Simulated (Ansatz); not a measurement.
CH6S2Si, SMILES `C[SiH2]SS` from Hartree–Fock to CCSD(T)

| atom | x (Å) | y (Å) | z (Å) |
| --- | --- | --- | --- |
| C1 | 0.8683 | -0.1921 | -1.1695 |
| Si2 | 0.3282 | 0.7779 | 0.3237 |
| S3 | -1.8076 | 0.7544 | 0.5783 |
| S4 | -2.0568 | -1.2829 | 0.8025 |
| H5 | 0.4406 | 0.2306 | -2.0805 |
| H6 | 1.9582 | -0.1750 | -1.2552 |
| H7 | 0.5471 | -1.2319 | -1.0826 |
| H8 | 0.9566 | 0.2436 | 1.5605 |
| H9 | 0.6538 | 2.2241 | 0.1860 |
| H10 | -1.8882 | -1.3486 | 2.1367 |

Charge 0, multiplicity 1. All single points use the PBE0-D4/def2-TZVP geometry. It is one conformer, not always the lowest. Frozen core, restricted reference, the Gaussian-basis code of Ansatz. CBS rows extrapolate triple and quadruple zeta; past MP2 they add the triple-zeta difference.

| basis | HF (Eh) | MP2 corr. |
| --- | --- | --- |
| def2-SVP | -1125.01343 | -0.50495 |
| def2-TZVPP | -1125.44435 | -0.65795 |
| def2-QZVPP | -1125.47804 | -0.71134 |

Problem. Estimate the CCSD correlation energy and the (T) correction in each basis where they were run (hartree).

Solution. 
```tsv
basis	CCSD corr.	(T)
def2-SVP	-0.56798	-0.01649
def2-TZVPP	-0.71968	-0.03168
CBS(def2)	-0.81263	as TZ
```
